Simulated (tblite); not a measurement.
C4H8O3SeSi.
SMILES with atom numbers: `[CH2:1]=[CH:2][O:3][C@@H:4]([SiH2:5][SeH:6])[C:7](=[O:8])[OH:9]` (hydrogens: H10, H11 on C1; H12 on C2; H13 on C4; H14, H15 on Si5; H16 on Se6; H17 on O9)

Computed with GFN2-xTB (tblite), gas phase: L-BFGS steps from a force-field or distance-geometry start until the largest atomic force falls under 0.01 eV/Å.

Step 78: E = -809.2944 eV
```
atom  x, y, z in Å  |  force x, y, z in eV/Å
C1     -2.8238   -0.5330   -0.3274    0.090  -0.015   0.104
C2     -1.7638   -0.2803   -1.0775   -0.050  -0.051  -0.027
O3     -0.4626   -0.5732   -0.7362    0.026   0.093   0.025
C4      0.0823    0.0375    0.4163   -0.033  -0.031   0.053
Si5     1.8203   -0.7692    0.6438    0.113  -0.023  -0.156
Se6     1.9439   -1.7231   -1.4035   -0.015   0.124   0.225
C7      0.3154    1.4962    0.2025   -0.036  -0.028   0.001
O8      0.2534    2.0651   -0.8521    0.008   0.090   0.115
O9      0.6854    2.1027    1.3515    0.025  -0.031  -0.130
H10    -3.8097   -0.3006   -0.6841    0.003   0.007  -0.027
H11    -2.7693   -0.9811    0.6572    0.096   0.142  -0.157
H12    -1.8587    0.1414   -2.0792    0.096  -0.130   0.211
H13    -0.5224   -0.1040    1.3158   -0.047  -0.036  -0.049
H14     1.8024   -1.7246    1.7658   -0.045   0.128  -0.139
H15     2.8457    0.2618    0.8918   -0.149  -0.184  -0.040
H16     3.3270   -2.1299   -1.2710   -0.007  -0.049  -0.010
H17     0.9275    3.0263    1.1764   -0.074  -0.007   0.002
```

Step 79: E = -809.3023 eV
```
atom  x, y, z in Å  |  force x, y, z in eV/Å
C1     -2.8263   -0.5131   -0.3292    0.155   0.052  -0.062
C2     -1.7635   -0.2865   -1.0867   -0.114  -0.099   0.119
O3     -0.4595   -0.5656   -0.7509    0.035   0.058   0.051
C4      0.0835    0.0305    0.4097    0.053   0.032   0.015
Si5     1.8334   -0.7632    0.6283    0.078  -0.031  -0.037
Se6     1.9484   -1.7529   -1.3960   -0.046   0.093   0.155
C7      0.3045    1.4962    0.2135   -0.060   0.004  -0.020
O8      0.2360    2.0836   -0.8315    0.021   0.012   0.183
O9      0.6621    2.0874    1.3741    0.070   0.034  -0.119
H10    -3.8074   -0.2828   -0.6992   -0.011   0.000  -0.032
H11    -2.7845   -0.9318    0.6637    0.129   0.089  -0.016
H12    -1.8640    0.1013   -2.0965    0.095  -0.072   0.081
H13    -0.5154   -0.1200    1.3111   -0.068  -0.066  -0.051
H14     1.8536   -1.6907    1.7807   -0.079   0.175  -0.217
H15     2.8646    0.2697    0.8366   -0.155  -0.151  -0.033
H16     3.3275   -2.1683   -1.2589   -0.002  -0.044  -0.005
H17     0.8999    3.0182    1.2214   -0.103  -0.087  -0.011
```

Step 80: E = -809.3143 eV
```
atom  x, y, z in Å  |  force x, y, z in eV/Å
C1     -2.8298   -0.5048   -0.3422    0.014   0.089   0.142
C2     -1.7593   -0.3081   -1.0929   -0.023  -0.069   0.010
O3     -0.4535   -0.5450   -0.7428    0.025  -0.052  -0.118
C4      0.0865    0.0410    0.4196    0.145   0.065  -0.043
Si5     1.8444   -0.7587    0.6010   -0.025   0.072  -0.040
Se6     1.9195   -1.8040   -1.3875    0.065   0.043   0.078
C7      0.3028    1.5087    0.2384   -0.061   0.092  -0.009
O8      0.2514    2.1161   -0.7970    0.019  -0.088   0.233
O9      0.6317    2.0825    1.4163    0.090   0.030  -0.078
H10    -3.8018   -0.2951   -0.7500   -0.003  -0.055   0.016
H11    -2.8085   -0.8484    0.6836    0.126   0.117  -0.147
H12    -1.8610    0.0044   -2.1302    0.141  -0.067   0.133
H13    -0.5008   -0.1184    1.3247   -0.096  -0.095  -0.020
H14     1.8811   -1.6429    1.7747   -0.075   0.062  -0.085
H15     2.9058    0.2462    0.7469   -0.128  -0.047  -0.008
H16     3.3192   -2.1791   -1.2628   -0.119  -0.034  -0.029
H17     0.8652    3.0176    1.2903   -0.093  -0.063  -0.036
```

Question: Estimate the geometry and energy of step 81. (The exact step hangs on the optimiser's Hessian estimate; all steps are aligned on step 80, rigid shifts and turns removed.)

Answer: E = -809.3286 eV, largest force 0.215 eV/Å
```
atom  x, y, z in Å  |  force x, y, z in eV/Å
C1     -2.8255   -0.4821   -0.3497    0.109   0.145   0.032
C2     -1.7510   -0.3201   -1.1042   -0.076  -0.091   0.123
O3     -0.4446   -0.5392   -0.7559    0.038  -0.057  -0.052
C4      0.0850    0.0341    0.4178    0.170   0.041  -0.022
Si5     1.8577   -0.7460    0.5848   -0.054   0.065   0.104
Se6     1.8976   -1.8423   -1.3704    0.093   0.009   0.003
C7      0.2922    1.5059    0.2577   -0.070   0.061   0.016
O8      0.2481    2.1308   -0.7670    0.000  -0.108   0.177
O9      0.6086    2.0639    1.4452    0.079   0.002  -0.013
H10    -3.7944   -0.2782   -0.7628   -0.044  -0.059  -0.032
H11    -2.8072   -0.7807    0.6837    0.124   0.054   0.051
H12    -1.8497   -0.0521   -2.1473    0.106  -0.011  -0.075
H13    -0.5035   -0.1466    1.3209   -0.041  -0.075  -0.088
H14     1.9300   -1.5969    1.7882   -0.089   0.115  -0.159
H15     2.9175    0.2670    0.6814   -0.140  -0.045  -0.007
H16     3.3026   -2.2082   -1.2657   -0.136  -0.036  -0.023
H17     0.8295    3.0026    1.3335   -0.068  -0.010  -0.035
```

The energy changes by -0.0143 eV. The first-order estimate −F·Δx gives -0.0178 eV and the mean of the old and new forces, exact on a quadratic surface, -0.0144 eV. The step makes an angle of 80° with the force vector and moves no atom by more than 0.070 Å.

What follows is the cost of the whole relaxation. The run took 1.4 s on an Arm Neoverse V1 with one thread (shared host).
